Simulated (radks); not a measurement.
The arsenic ion As+, 32 electrons, occupied as [Ar] 3d10 4s2 4p2.

All-electron calculation, Dirac Kohn-Sham, exchange-only LDA, spin-unpolarised, spherical densities, point nucleus; open shells fill j = l - 1/2 first. Program: a radial shooting solver on a logarithmic mesh with Libxc functionals.

Energy parts (hartree):
| part | energy |
|---|---|
| total | -2254.63441 |
| kinetic | 2306.84238 |
| electron-nucleus | -5439.80810 |
| Hartree | 955.69635 |
| exchange | -77.36504 |

Orbitals (lengths in bohr, moments of r in powers of bohr; <r^-3> diverges for s and p1/2; r(90%) holds 90 % of the orbital's charge):
orbital  occ.  eigenvalue (hartree)  r(90%)      <r>     <r^2>  <r^-3>  small-component weight
1s1/2       2             -430.0465  0.0814  0.04556  0.002793       -                1.42e-02
2s1/2       2             -54.80548   0.314   0.2029   0.04859       -                2.77e-03
2p1/2       2             -49.04445   0.286   0.1748   0.03753       -                2.77e-03
2p3/2       4             -47.70384   0.291   0.1785   0.03901    1063                2.71e-03
3s1/2       2              -7.24986   0.896   0.5995    0.4146       -                6.48e-04
3p1/2       2              -5.31486   0.939   0.6109    0.4392       -                5.98e-04
3p3/2       4              -5.12992   0.955   0.6217    0.4547   147.7                5.82e-04
3d3/2       4              -1.80822    1.14   0.6763    0.5789   17.29                4.55e-04
3d5/2       6              -1.78141    1.14   0.6811    0.5872   16.77                4.51e-04
4s1/2       2              -0.81512    2.81    1.881     4.056       -                8.62e-05
4p1/2       2              -0.45871    3.54    2.313     6.228       -                5.74e-05
4p3/2       0              -0.44644    3.60    2.354     6.446   9.846                5.56e-05

The highest occupied level is 4p1/2 at -12.482 eV. For comparison, the ionisation energy in NIST's Atomic Spectra Database is 18.589 eV (measured). In exact Kohn-Sham theory the highest level is minus the ionisation energy, but local and semilocal functionals leave it too shallow, through self-interaction and a potential that decays too fast; potentials with the right tail come closer. Summed over all electrons, <r^2> = 30.27 bohr^2, which gives a Langevin (diamagnetic) susceptibility term of -24 x 10^-6 cm^3/mol.

Beside tabulated values, note that spin-unpolarised runs miss the spin-polarisation part of the exchange energy of open shells.
